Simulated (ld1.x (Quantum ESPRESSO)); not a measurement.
# antimony: variants of one TM semilocal potential

Base potential:

```json
{"Element": "Sb", "Generator": "ld1.x (Quantum ESPRESSO) 7.5", "Type": "norm-conserving Troullier–Martins (semilocal form)", "Functional": "PBEsol", "Relativity": "scalar-relativistic", "Frozen core": "[Kr] 4d10", "Valence charge": "5", "Reference configuration": "5s1 5p4", "Partial waves": "5s (bound): rc 2.05 bohr; 5p (bound): rc 2.00 bohr", "Local potential": "the p channel", "Core correction": "none"}
```

All-electron outer shells of the reference configuration (PBEsol, scalar-relativistic, ld1.x):

```csv
shell,level (eV),outermost node (bohr),outermost maximum (bohr)
4p,-103.09,0.39,0.76
4d,-34.85,0.38,0.84
5s,-13.67,0.95,1.88
5p,-5.42,1.04,2.29
```

Cutoffs, loose and tight: the cutoffs (Ry, on a coarse ladder) from which the occupation-weighted sum of valence levels, in a spherical-Bessel basis at the reference potential, stays within 10 and 1 mRy of its value at 400 Ry. They do not see the model core or the augmentation charge, which bear on the density cutoff. Test errors are all-electron minus pseudo excitation energies from the reference, over the configurations 5s2 5p3; 5s2 5p2; 5s2 5p1; 5s1 5p0; 5s2 5p2.5; 5s1 5p3; 5s2 5p0. A dash means not determined; rows that change the core or the reference have their own tests.

A semilocal file is local in each channel, so a ghost entry of none says nothing of the separable form that plane-wave codes build from it.

```tsv
change	outcome	cutoff, loose	cutoff, tight	bound ghosts	largest test error (meV)
base	generated	21 Ry	35 Ry	none	-85
all radii scaled by about 0.74 (s 1.52, p 1.48 bohr)	generated	120 Ry	180 Ry	none	+40
all radii scaled by about 0.86 (s 1.76, p 1.72 bohr)	generated	35 Ry	70 Ry	none	-65
all radii scaled by about 1.15 (s 2.36, p 2.30 bohr)	generated	15 Ry	30 Ry	none	+61
all radii scaled by about 1.22 (s 2.50, p 2.44 bohr)	generated	15 Ry	30 Ry	none	+75
all radii scaled by about 1.30 (s 2.66, p 2.60 bohr)	generated	12 Ry	25 Ry	none	+84
```

Q: What comes out with this change to the base: all radii scaled by about 0.91 (s 1.86, p 1.82 bohr)?

A: outcome: generated; cutoff, loose: 30 Ry; cutoff, tight: 60 Ry; bound ghosts: none; largest test error (meV): -79.

Q: What comes out with this change to the base: all radii scaled by about 1.07 (s 2.18, p 2.14 bohr)?

A: outcome: generated; cutoff, loose: 18 Ry; cutoff, tight: 30 Ry; bound ghosts: none; largest test error (meV): -69.

Q: What comes out with this change to the base: all radii scaled by about 1.37 (s 2.80, p 2.74 bohr)?

A: outcome: generated; cutoff, loose: 12 Ry; cutoff, tight: 21 Ry; bound ghosts: none; largest test error (meV): +71.

Reading the sweep of the scale of all radii (base = 1) (base included, trends over the rows without a ghost): The loose cutoff falls from 120 Ry at 0.74 to 12 Ry at 1.37. A larger radius leaves more room for a smooth pseudo-wave, so fewer plane waves are needed; a smaller one forces it to follow the all-electron wave where it bends sharply. The median size of the test errors (rows with all tests solved) is not monotonic: lowest 2.6 meV at 1.3, highest 34.1 meV at 0.74.
